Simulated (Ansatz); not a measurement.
A nudged elastic band was laid between two geometries of GeH$_{8}$OSi$_{2}$ (12 atoms, charge 0, multiplicity 1).

Computed with RKS B3LYP-D4/def2-SVP in Ansatz 0.2.0.

| Property | Result |
| --- | --- |
| movable images | 7 |
| climbing image | yes |
| spring | 5.0 eV/Å² |
| optimiser | quadratic models (default) |
| start path | IDPP |
| force threshold | 0.05 eV/Å |
| iteration limit | 60 |
| end points | relaxed |

First end point:

```xyz
12
Properties=species:S:1:pos:R:3
O -1.995 1.243 -0.627
Ge -0.779 1.534 0.669
Si 0.380 -0.532 1.085
Si 1.017 -1.393 -1.008
H -1.600 0.899 -1.439
H -1.629 2.027 1.854
H 0.209 2.647 0.229
H -0.532 -1.493 1.775
H 1.582 -0.307 1.944
H 2.017 -0.479 -1.637
H -0.189 -1.436 -1.892
H 1.596 -2.765 -0.919
```

Last end point:

```xyz
12
Properties=species:S:1:pos:R:3
O -0.864 1.619 -1.144
Ge -0.650 1.572 0.650
Si 0.412 -0.533 1.144
Si 0.777 -1.490 -0.974
H -1.586 1.054 -1.449
H -2.026 1.762 1.340
H 0.252 2.789 0.932
H -0.470 -1.406 1.977
H 1.700 -0.328 1.873
H 1.696 -0.631 -1.770
H -0.532 -1.604 -1.685
H 1.366 -2.858 -0.860
```

Task: Which bonds break or form, and what moves?

Result: No bond is made or broken. The dihedral H5–O1–Ge2–Si3 goes from -57 to 75°.

Task: Give the energies along the band, and the barrier.

Result: The forces met the threshold. The highest image is number 3 of 0 to 8, 0.017 eV above the first end and 0.050 eV above the last; the last end lies 0.033 eV below the first. A vibrational analysis at the climbing image gives one clearly imaginary mode, 189i cm⁻¹: a first-order saddle point.

| image | path coordinate (Å) | energy (eV) | dihedral H5–O1–Ge2–Si3 (°) |
| --- | --- | --- | --- |
| 0 | 0.00 | 0.000 | -57 |
| 1 | 0.32 | 0.000 | -57 |
| 2 | 0.65 | 0.007 | -39 |
| 3 | 0.97 | 0.017 | -8 |
| 4 | 1.25 | 0.003 | 21 |
| 5 | 1.53 | -0.020 | 47 |
| 6 | 1.81 | -0.029 | 64 |
| 7 | 2.09 | -0.032 | 70 |
| 8 | 2.37 | -0.033 | 75 |

Task: What is the geometry of the highest image?

Result: 
```xyz
12
Properties=species:S:1:pos:R:3:forces:R:3
O -1.597 1.466 -0.898 0.00 0.00 0.00
Ge -0.735 1.574 0.679 -0.01 0.01 0.01
Si 0.377 -0.520 1.100 -0.01 0.00 0.00
Si 0.895 -1.405 -1.016 0.00 0.00 -0.01
H -1.396 0.662 -1.394 0.00 0.00 0.00
H -1.808 1.937 1.729 0.01 0.00 0.00
H 0.294 2.726 0.583 -0.01 0.00 -0.01
H -0.516 -1.461 1.840 0.00 0.00 0.00
H 1.618 -0.302 1.902 0.00 0.00 0.00
H 1.836 -0.490 -1.725 0.00 0.00 0.00
H -0.372 -1.469 -1.812 0.01 0.00 0.00
H 1.483 -2.774 -0.955 0.00 0.00 0.01
```

Task: What are the harmonic wavenumbers there?

Result: 189i, 49, 84, 116, 171, 324, 331, 392, 437, 501, 549, 666, 673, 688, 712, 761, 873, 884, 918, 933, 945, 955, 2100, 2118, 2191, 2205, 2214, 2222, 2230, 3846 cm⁻¹.

The band took 7 iterations and about 4 core-minutes.

The run took 2 min on 2 threads of Intel(R) Xeon(R) 6975P-C (Granite Rapids) (shared host), peak memory 0.35 GiB.
